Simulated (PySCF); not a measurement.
A calculated (r2SCAN, PySCF 2.14, aug-cc-pVDZ-DK, the spin-free X2C one-electron Hamiltonian (Gaussian nucleus)) atom or ion has these occupied shells.

```json
{"shell": "1s", "electrons": "2", "orbital energy (eV)": "-197.06", "rms radius, mean of both spins (bohr)": "0.381"}
{"shell": "2s", "electrons": "2", "orbital energy (eV)": "-19.775", "rms radius, mean of both spins (bohr)": "1.96"}
```

(1) Name the element and its charge.

Answers

(1) B⁺ (boron, charge +1), in [He] 2s2, closed-shell 1S.
